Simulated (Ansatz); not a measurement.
Species: sum formula BN2H4F, charge 0, multiplicity 1. 
Structure (B3LYP-D3(BJ)/def2-TZVP (Ansatz, a first-principles code) minimum search):
```xyz
8

B      0.0014     0.0156     0.0056
F      0.1193     1.2867     0.4613
N      1.1907    -0.7037    -0.2412
N     -1.3015    -0.4919    -0.1874
H      1.2201    -1.6480    -0.5787
H      2.0929    -0.2912    -0.0857
H     -2.1138     0.0663     0.0051
H     -1.5042    -1.4165    -0.5199
```

Property: atomisation energy (electronic, to ground-state atoms), in kJ/mol. Cores are frozen in the correlated levels unless marked. Open shells are spin-unrestricted. Spin-orbit coupling is left out. Non-relativistic. The coupled-cluster limit lacks core correlation, which all-electron functionals hold. CBS(X,Y): correlation extrapolated as X^-3; Hartree-Fock from the larger set.

```tsv
level	program	atomisation energy (kJ/mol)
HF/STO-3G	Ansatz	2389.9
HF/6-31G*	Ansatz	2226.0
```

### Question
Estimate the value at CCSD(T)/CBS(cc-pVTZ,cc-pVQZ) as computed with Ansatz.

### Answer
3191.3 kJ/mol
